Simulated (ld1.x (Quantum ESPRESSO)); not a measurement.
**In, TM: configuration errors across variants**

| Property | Result |
| --- | --- |
| Element | In (Z = 49) |
| Generator | ld1.x (Quantum ESPRESSO) 7.5 |
| Type | norm-conserving Troullier–Martins (Kleinman–Bylander form) |
| Functional | PBE |
| Relativity | scalar-relativistic |
| Frozen core | [Kr] 4d10 |
| Valence charge | 3 |
| Reference configuration | 5s1.5 5p0 (charge +1.5) |
| Partial waves | 5s (bound): rc 1.90 bohr; 5p (bound, empty): rc 2.40 bohr |
| Local potential | all-electron potential smoothed inside 1.70 bohr (lloc = -2) |
| Core correction | a·sin(br)/r model core inside 1.75 bohr |

All-electron excitation energies from the reference (eV): (1) 5s2 5p1 -13.887; (2) 5s2 5p0 -8.524; (3) 5s1 5p0 10.711; (4) 5s1 5p1 -1.931; (5) 5s0 5p3 -1.940; (6) 5s1 5p2 -8.046; (7) 5s2 5p1.3 -14.419.

Tests that are not counted but printed errors over 1 eV. “wave 5s (bound): rc 1.90 bohr becomes 5s (bound): rc 1.24 bohr”: 5s2 5p1 (solver errors, printed error +18.7 eV); 5s2 5p1.3 (solver errors, printed error +10.4 eV); 2 more.

A true bound ghost makes a file unfit for plane-wave use even where its test errors are small: the radial tests pick states by their node count and pass the ghost by. Where a test does run into it, the solver fails or the error is huge.

Errors AE − PS in meV (a dash: test not solved or not reliable):

```csv
change,(1),(2),(3),(4),(5),(6),(7),bound ghosts
base,-54,-20,-31,-2.1,-19,-15,-59,d
wave 5s (bound): rc 1.90 bohr becomes 5s (bound): rc 1.24 bohr,–,–,-30,+1.0,+83,–,–,"s, d"
wave 5s (bound): rc 1.90 bohr becomes 5s (bound): rc 1.42 bohr,-46,-17,-29,-5.0,-43,-19,-50,d
wave 5s (bound): rc 1.90 bohr becomes 5s (bound): rc 1.70 bohr,-51,-19,-30,-2.6,-23,-16,-56,d
wave 5s (bound): rc 1.90 bohr becomes 5s (bound): rc 2.16 bohr,-55,-20,-31,-2.0,-17,-15,-59,d
wave 5s (bound): rc 1.90 bohr becomes 5s (bound): rc 2.44 bohr,-53,-20,-32,-2.6,-23,-15,-57,d
wave 5s (bound): rc 1.90 bohr becomes 5s (bound): rc 2.62 bohr,-51,-20,-32,-3.5,-33,-15,-55,d
wave 5s (bound): rc 1.90 bohr becomes 5s (bound): rc 2.84 bohr,-47,-21,-34,-4.7,-47,-15,-50,d
```

(1) Give the same row for: wave 5s (bound): rc 1.90 bohr becomes 5s (bound): rc 1.94 bohr.

## Answers

(1) -55, -20, -31, -2.0, -18, -15, -59; bound ghosts: d.
